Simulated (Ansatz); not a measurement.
An input meant for K3H3 (charge 0, singlet).

```yaml
crystal:
  periodic: [true, true, true]
  atoms:
    - {symbol: K, position_ang: [1.504828, 1.987730, 0.010632]}
    - {symbol: K, position_ang: [-2.475124, 0.308939, -0.060874]}
    - {symbol: K, position_ang: [0.968757, -2.296178, 0.049504]}
    - {symbol: H, position_ang: [-0.945923, 2.240733, -0.024522]}
    - {symbol: H, position_ang: [2.415744, -0.301435, 0.053864]}
    - {symbol: H, position_ang: [-1.468273, -1.939790, -0.028613]}
basis:
  gaussian: {orbitals: STO-3G}
hamiltonian: {xc: {name: BHLYP}, dispersion: d3bj}
```

```sh
$ ansatz run in.yaml --threads 4 --pin off --events-out ev --progress --plain --max-ram 3916MiB
```

It prints (some lines left out):

```
Error: YAML parse error: error: line 2 column 3: crystal: missing field `lattice` (a structure is typed as `lattice` and `atoms`, a molecule's as `atoms` in Å alone, or read from a run's directory, `checkpoint`)
 --> <input>:2:3
1 | crystal:
2 |   periodic: [true, true, true]
3 |   atoms:
4 |     - {symbol: K, position_ang: [1.504828, 1.987730, 0.010632]}
```

(1) Something in this input is off. What?

Answers

(1) The species is marked periodic without a cell. The program refused the input.
